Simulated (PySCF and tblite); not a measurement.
Results of a calculation; reference values are marked as such.
C2H7FSi, numbered as in [F:1][CH2:2][CH2:3][SiH3:4].

Geometries PBE0-D3(BJ)/def2-SVP; weights from PBE0-D3(BJ)/def2-TZVP energies and GFN2-xTB thermal corrections, with symmetry numbers and mirror pairs. Conformers within 4 kcal/mol (GFN2-xTB free energy) were kept, 5 at most. Codes: tblite and PySCF.

Torsions listed: F1–C2–C3–Si4. Of a mirror pair one member is shown.

```json
{"conformer": "1", "shape": "180°", "symmetry": "Cs", "dipole D": "1.18"}
{"conformer": "2", "shape": "51°", "symmetry": "C1 (pair)", "dipole D": "1.97"}
```

Which of these conformers is the most populated at 298.15 K, and with what share?

Conformer 1, about 64 %. The lead over the next is within the error of the method.

Give the DFT energies and free energies relative to the lowest, and all weights.


```csv
conformer,shape,E(DFT) kcal/mol,G(298.15 K) kcal/mol,weight %
1,180°,0.00,0.00,63.5
2,51°,0.71,0.33,36.5
```

How does its share change from 180 K to 400 K?

From 78 % to 57 %; the mixing entropy goes from 1.34 to 1.95 cal/(mol K).
